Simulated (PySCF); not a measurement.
## Electron correlation in Cu⁺ (copper, charge +1)

[Ar] 3d10, closed-shell 1S. Calculation: PySCF 2.14, in x2c-TZVPPall with one added diffuse shell each of s, p, d, f type (7s6p5d3f1g, 80 functions); the spin-free X2C one-electron Hamiltonian (Gaussian nucleus). Frozen: [Ne]; 18 electrons correlated.

MP2 pair energies summed by pair of shells (mhartree):

```
 pair   energy  share (%)
3d-3d  -458.14       56.7
3p-3d  -222.40       27.5
3s-3d   -51.50        6.4
3p-3p   -48.98        6.1
3s-3p   -23.78        2.9
3s-3s    -3.87        0.5
```

Total MP2 correlation energy: -808.67 mhartree.

Same-spin part -275.17 and opposite-spin part -533.50 mhartree; SCS-MP2 scales them by 1/3 and 6/5 to -731.92 mhartree.

This basis was not built for core-valence correlation, so the inner-shell part is incomplete.
